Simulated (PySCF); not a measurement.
Precursor series Mo F-NH2. All species are isolated molecules in the gas phase. One relaxed conformer stands for each flexible species; it need not be the lowest.

The charge on the central atom (Mulliken) from two functionals at the same geometries (BP86-D3(BJ)/def2-SVP), both in PySCF: PBE-D3(BJ)/def2-TZVP and TPSSh-D3(BJ)/def2-TZVP. 

```csv
species,PBE-D3(BJ)/def2-TZVP (e),TPSSh-D3(BJ)/def2-TZVP (e)
0 of 6 F replaced by NH2 ([Mo(F)6]),1.81,2.04
1 of 6 F replaced by NH2 ([Mo(F)5(NH2)]),1.64,1.83
3 of 6 F replaced by NH2 ([Mo(F)3(NH2)3]),1.51,1.62
5 of 6 F replaced by NH2 ([Mo(F)(NH2)5]),1.53,1.54
```

Over these rows, drawn at random from the members with no instability flagged (it was tested for open shells, ions and some series alone), PBE minus TPSSh-D3(BJ): mean -0.13 e, from -0.23 e to -0.01 e.
